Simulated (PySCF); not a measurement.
**Re(38+): fine-structure interval**

Re(38+) [Kr] 4d1 [4d3/2^1, M_J = 3/2] → Re(38+) [Kr] 4d1 [4d5/2^1, M_J = 5/2], as a difference of total energies. All numbers are calculated (PySCF 2.14, the two-component X2C-1e Hamiltonian, in an uncontracted even-tempered set (16 s from 4.3 bohr⁻², ratio 2.8; 14 p from 5.6 bohr⁻², ratio 2.8; 9 d from 5.6 bohr⁻², ratio 2.8; 3 f from 20 bohr⁻², ratio 3)). Correlated levels: [Ar] 3d10 frozen; the 94 highest virtual spinors dropped. "Screened" scales the spin-orbit matrix elements by Boettger's factors to mimic the two-electron term; Breit and QED terms are absent.

```
                    method  fine-structure interval (cm⁻¹)
 GHF (screened spin-orbit)                          173300
GMP2 (screened spin-orbit)                          173740
     GHF (bare spin-orbit)                          200160
```
